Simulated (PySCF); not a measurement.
# `S1[C@@H]([SiH2]C=C)[C@@H](F)C1`, C5H9FSSi

Molfile (atoms numbered from 1):
```
C5H9FSSi
     RDKit          3D

 17 17  0  0  0  0  0  0  0  0999 V2000
    3.4202    0.2936   -0.3136 C   0  0  0  0  0  0  0  0  0  0  0  0
    2.1521    0.0512   -0.6067 C   0  0  0  0  0  0  0  0  0  0  0  0
    0.7014    0.5289    0.4879 Si  0  0  0  0  0  4  0  0  0  0  0  0
   -0.6265   -0.8128    0.1790 C   0  0  2  0  0  0  0  0  0  0  0  0
   -1.2294   -0.7404   -1.5609 S   0  0  0  0  0  0  0  0  0  0  0  0
   -2.5531    0.0965   -0.6191 C   0  0  0  0  0  0  0  0  0  0  0  0
   -2.0068   -0.4410    0.6950 C   0  0  2  0  0  0  0  0  0  0  0  0
   -1.9854    0.4986    1.7042 F   0  0  0  0  0  0  0  0  0  0  0  0
    3.7034    0.7819    0.6046 H   0  0  0  0  0  0  0  0  0  0  0  0
    4.2322    0.0169   -0.9687 H   0  0  0  0  0  0  0  0  0  0  0  0
    1.9242   -0.4414   -1.5457 H   0  0  0  0  0  0  0  0  0  0  0  0
    1.0154    0.5088    1.9168 H   0  0  0  0  0  0  0  0  0  0  0  0
    0.1414    1.8199    0.0795 H   0  0  0  0  0  0  0  0  0  0  0  0
   -0.3032   -1.8173    0.4445 H   0  0  0  0  0  0  0  0  0  0  0  0
   -2.4567    1.1780   -0.6951 H   0  0  0  0  0  0  0  0  0  0  0  0
   -3.5552   -0.2201   -0.8958 H   0  0  0  0  0  0  0  0  0  0  0  0
   -2.5810   -1.2893    1.0841 H   0  0  0  0  0  0  0  0  0  0  0  0
  1  2  2  0
  2  3  1  0
  3  4  1  0
  4  5  1  0
  5  6  1  0
  6  7  1  0
  7  8  1  0
  7  4  1  0
  1  9  1  0
  1 10  1  0
  2 11  1  0
  3 12  1  0
  3 13  1  0
  4 14  1  1
  6 15  1  0
  6 16  1  0
  7 17  1  1
M  END
```

Method: PySCF, TDDFT B3LYP/def2-SVPD circular dichroism and optical rotation, one conformer, gas phase. Geometry: GFN2-xTB.

The molecule is flexible and this is one conformer; a measurement averages over conformers. States above about 6.3 eV (minus the energy of the highest occupied orbital) lie near or above the ionisation threshold and depend on the basis. Singlets 7 and 8 lie within 0.01 eV of each other, so their separate moments and overlaps can depend on how they mix.

(1) Draw the ECD and absorption spectra from the lowest 8 states, each a Gaussian of half-width 0.35 eV at 1/e height.

Results:

(1) 
```tsv
E (eV)	λ (nm)	Δε (L mol⁻¹ cm⁻¹)	ε (L mol⁻¹ cm⁻¹)
4.00	310	+0.33	16
4.10	302	+0.69	35.9
4.20	295	+1.19	72
4.30	288	+1.71	133
4.40	282	+1.97	230
4.50	276	+1.71	378
4.60	270	+0.81	577
4.70	264	-0.54	801
4.80	258	-1.89	991
4.90	253	-2.79	1090
5.00	248	-3.03	1080
5.10	243	-2.73	1030
5.20	238	-2.15	1060
5.30	234	-1.45	1230
5.40	230	-0.68	1540
5.50	225	+0.08	1870
5.60	221	+0.47	2100
5.70	218	+0.01	2130
5.80	214	-1.50	2000
5.90	210	-3.63	1790
6.00	207	-5.36	1580
6.10	203	-5.72	1410
6.20	200	-4.36	1270
6.30	197	-1.70	1140
6.40	194	+1.34	1030
```
Δε uses R in velocity form, ε uses f in length form. Only the states computed contribute, so the short-wavelength end is incomplete.
